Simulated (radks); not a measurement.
These are the eigenvalues of the occupied orbitals of an atom or ion with whole-number occupations (Ry). Method: non-relativistic Kohn-Sham, exchange-only B88, spin-polarised, spherical densities, point nucleus; computed with a radial shooting solver on a logarithmic mesh with Libxc functionals.

1s: -93.90243
2s: -7.22434
2p: -4.81557

Which element is it, and in what charge state? The configuration may be excited. Open shells, if any, are filled with parallel spins first.

Answer. Z = 12, magnesium, charge +2: Mg2+ in [Ne]. The list shows which subshells hold electrons but not how many an open one holds; the 1s level, -46.951 hartree, gives Z - s = 9.7 by -(Z - s)^2/2, which with screening narrows Z to a few neighbours, and the depths of the outer levels then fix element, charge and occupations together.
